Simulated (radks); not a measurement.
The numbers below are computed, except where a source is named.
All-electron atom: Ru14+ in [Ar] 3d10 4s2 (the NIST ground configuration). Level of theory: Dirac Kohn-Sham, relativistic LDA (MacDonald-Vosko exchange, VWN5 correlation), spin-unpolarised, spherical densities, finite nucleus; Fermi nuclear charge, rms radius 4.4809 fm (a radial shooting solver on a logarithmic mesh with Libxc functionals).

Spin-orbit splittings of the eigenvalues, e(l+1/2) - e(l-1/2), with zeta = 2 splitting/(2l+1) and mean radii in bohr:

shell  occ.  splitting (eV)  zeta (eV)  <r> j=l-1/2  <r> j=l+1/2
2p        6           130.1      86.73       0.1237       0.1285
3p        6           22.60      15.07       0.3921       0.4023
3d       10           4.495      1.798       0.3745       0.3777
